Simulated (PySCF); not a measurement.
**Where the electron goes**

CdBr2(PH3)2 (singlet state).
Z-matrix (Å and degrees, PBE0-D3(BJ)/def2-SVP geometry), rows numbered from 1:
```
Cd
Br  1  2.4729
Br  1  2.4856  2  150.65
P   1  2.7800  2   94.41  3  -133.94
H   4  1.4207  1  128.07  2  -173.01
H   4  1.4186  1  113.94  2    64.55
H   4  1.4190  1  116.00  2   -47.43
P   1  2.7936  2  112.91  3   125.18
H   8  1.4224  1  135.20  2    24.33
H   8  1.4178  1  109.35  2  -100.04
H   8  1.4187  1  112.19  2   153.09
```

Computed, not measured: TDDFT PBE0/def2-SVPD, vertical, gas phase, core orbitals frozen in the response, def2 core potentials past Kr in PySCF 2.14.0, density-fitted response routines. Spin–orbit coupling is left out. The geometry optimisation had not met its thresholds, so the values belong to a structure short of the stationary point.

Frontier orbitals with the atoms that hold most of them (Löwdin shares over 4%, at most four atoms; ? is withheld):

| orbital | ε (eV) | atoms |
| --- | --- | --- |
| HOMO-3 | -7.53 | Br3 69%, Br2 16%, P8 5%, P4 4% |
| HOMO-2 | -7.49 | Br2 75%, Br3 20% |
| HOMO-1 | -7.46 | Br3 66%, Br2 29% |
| HOMO | -7.41 | ? |
| LUMO | -1.16 | ? |
| LUMO+1 | -0.78 | P4 32%, P8 25%, H6 12%, H10 9% |
| LUMO+2 | -0.28 | P4 28%, P8 18%, H7 14%, Cd1 12% |

Question: Give the leading atoms of the HOMO.

Answer: Br2 (bonded to Cd) 59%; Br3 (bonded to Cd) 23%; P8 (bonded to Cd and 3 H) 6%; Cd1 (bonded to 2 Br and 2 P) 5%. By element: bromine 82%, phosphorus 6% or more, cadmium 5%.

Question: Give the leading atoms of the LUMO.

Answer: Cd1 (bonded to 2 Br and 2 P) 30%; Br2 (bonded to Cd) 21%; Br3 (bonded to Cd) 20%; P4 (bonded to Cd and 3 H) 9%. By element: bromine 41%, cadmium 30%, phosphorus 9% or more.

Question: The HOMO–LUMO gap is 6.25 eV. Where does the response calculation put the lowest singlet, and from which orbitals?

Answer: S1 is at 5.10 eV (f = 0.026), 1.15 eV below the gap, made of HOMO-1→LUMO (51%), HOMO→LUMO (43%). Its leading pair isn't HOMO and LUMO; the energies of that pair differ by 6.31 eV. Without the coupling terms of the response equations the lowest excitation would equal the gap.

For S1 the Löwdin share of cadmium is at most 4% in HOMO-1 and 30% in LUMO.

Next come S2 at 5.12 eV (f 0.0039), HOMO-2→LUMO (86%), HOMO-1→LUMO (8%); S3 at 5.15 eV (f 0.067), HOMO→LUMO (52%), HOMO-1→LUMO (37%); S4 at 5.23 eV (f 0.076), HOMO-3→LUMO (94%); S5 at 5.71 eV (f 0.0022), HOMO→LUMO+1 (92%).

Löwdin shares depend on the basis, the more so with diffuse functions.
